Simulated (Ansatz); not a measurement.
NbO2⁻. Total charge -1; singlet. Geometry r2SCAN-D4/def2-TZVPD; atoms count from 1.

```xyz
3

Nb    0.6195    0.0705   -0.3251
O    -0.6210   -1.0919   -0.6598
O     0.0016    1.0214    0.9849
```

In the def2 sets Nb takes a core potential; there is no spin–orbit coupling. The restricted singlet is unstable: a solution with broken spin symmetry lies lower. The geometry of the singlet was relaxed on an unsound state (restricted singlet, unstable towards broken spin symmetry). The structure comes from a short search, and lower isomers may exist.

Q: Estimate the Mulliken populations from the PBE0/def2-TZVPD orbitals of Ansatz.

A: 
```csv
atom,charge (e),d electrons
Nb1,0.29,2.77
O2,-0.65,–
O3,-0.65,–
```
Mulliken values and Mayer orders depend strongly on the basis. With diffuse functions, as here, like atoms can get unlike values, and bond orders can come out too low or too high.

Q: And the Mayer bond orders between bonded heavy atoms (over 0.3)?

A: Nb1–O2 1.54 (1.73 Å); Nb1–O3 1.54 (1.73 Å).
